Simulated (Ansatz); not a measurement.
Relaxation of Cl₂F₂H₄OSi (10 atoms, charge 0, multiplicity 1), to a largest force component of 0.03 eV/Å in at most 50 steps.

All numbers below come from RKS LDA/6-31G* in Ansatz.

```xyz
10
Properties=species:S:1:pos:R:3:forces:R:3
Si -0.847 1.065 -0.804 0.71 0.02 0.95
O -0.342 -1.540 0.724 -0.20 0.16 -0.17
Cl 0.181 -0.135 -2.094 -0.01 -0.01 0.03
Cl -2.676 0.337 -0.341 0.01 -0.02 0.03
H -1.015 2.383 -1.466 -0.01 0.01 -0.01
H 1.898 0.426 1.224 -1.01 1.19 -0.17
F 0.068 1.363 0.527 -0.38 -0.36 -0.77
H 0.590 -1.435 0.996 0.48 0.23 0.11
F 2.431 -0.327 1.284 0.43 -1.25 0.02
H -0.289 -2.137 -0.050 -0.01 0.03 -0.01
```

Problem. Where does it end, and by what steps?

Solution. It converged. After 11 steps the energy has fallen by 0.770 eV; O2 moved furthest, 0.60 Å. Joined: Si1–O2.

| step | energy less start (eV) | largest force component (eV/Å) | accepted |
| --- | --- | --- | --- |
| 0 | 0.0000 | 1.248 | yes |
| 1 | -0.2238 | 0.573 | yes |
| 2 | -0.4152 | 0.516 | yes |
| 3 | -0.5621 | 0.649 | yes |
| 4 | -0.7131 | 0.393 | yes |
| 5 | -0.7294 | 0.601 | yes |
| 6 | -0.7642 | 0.148 | yes |
| 7 | -0.7664 | 0.087 | yes |
| 8 | -0.7624 | 0.401 | no |
| 9 | -0.7691 | 0.039 | yes |
| 10 | -0.7691 | 0.058 | no |
| 11 | -0.7696 | 0.008 | yes |

```xyz
10
Properties=species:S:1:pos:R:3
Si -0.650 0.636 -0.556
O -0.267 -1.016 0.444
Cl 0.236 -0.316 -2.199
Cl -2.639 0.204 -0.168
H -0.840 1.971 -1.194
H 1.515 0.467 1.152
F 0.353 1.259 0.639
H 0.704 -1.015 0.789
F 1.978 -0.398 1.243
H -0.390 -1.792 -0.150
```

Whether the end is a true minimum wasn't checked by a vibrational analysis.

Time of the run: 23 s on 2 threads of Arm Neoverse V1 (shared host), peak memory 0.15 GiB.
